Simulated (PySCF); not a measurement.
## Two-component Hartree-Fock for F (fluorine, neutral)

Start: [He] 2s2 2p5; 2p1/2 filled at m_j = -1/2, +1/2; 2p3/2 filled at m_j = -1/2, +1/2, +3/2. Calculated with PySCF 2.14 in an even-tempered Gaussian basis (21 s from 0.019 bohr⁻², ratio 2.4; 14 p from 0.025 bohr⁻², ratio 2.4; 6 d from 1.2 bohr⁻², ratio 2.6; 5 f from 1.8 bohr⁻², ratio 2.6): generalised Hartree-Fock with the X2C-1e Hamiltonian and a Gaussian nucleus; one run each with spin-orbit coupling (SO) switched off, then screened by Boettger's factors.

```json
{"spinor shell": "1s1/2", "electrons": "2", "ε, spin-free (eV)": "-718.59", "ε, screened SO (eV)": "-718.58", "weight of nominal j (screened SO)": "1.000", "rms radius, screened SO (bohr)": "0.204"}
{"spinor shell": "2s1/2", "electrons": "2", "ε, spin-free (eV)": "-42.902", "ε, screened SO (eV)": "-42.899", "weight of nominal j (screened SO)": "1.000", "rms radius, screened SO (bohr)": "1.10"}
{"spinor shell": "2p1/2", "electrons": "2", "ε, spin-free (eV)": "-19.902", "ε, screened SO (eV)": "-19.864", "weight of nominal j (screened SO)": "0.662", "rms radius, screened SO (bohr)": "1.25"}
{"spinor shell": "2p3/2", "electrons": "3", "ε, spin-free (eV)": "-19.902", "ε, screened SO (eV)": "-19.929", "weight of nominal j (screened SO)": "0.774", "rms radius, screened SO (bohr)": "1.24"}
```

```json
{"quantity": "E (hartree)", "spin-free": "-99.49924", "screened SO": "-99.49993"}
{"quantity": "M_J", "spin-free": "3/2", "screened SO": "3/2"}
{"quantity": "⟨J²⟩", "spin-free": "3.756", "screened SO": "3.756"}
{"quantity": "⟨L²⟩", "spin-free": "2.003", "screened SO": "2.003"}
{"quantity": "⟨S²⟩", "spin-free": "0.754", "screened SO": "0.754"}
```

Each row is a mean over spinors that exchange with the open shell spreads, by up to 5.361 eV (2s1/2).

Rows whose weight is well below 1 are mixtures of j = l ± 1/2: exchange outweighs spin-orbit coupling there, and the label is only the starting occupation.

Without spin-orbit coupling the j labels of p, d and f shells carry no meaning; the spin-free column gives the mean over the occupied spinors of each nl shell.
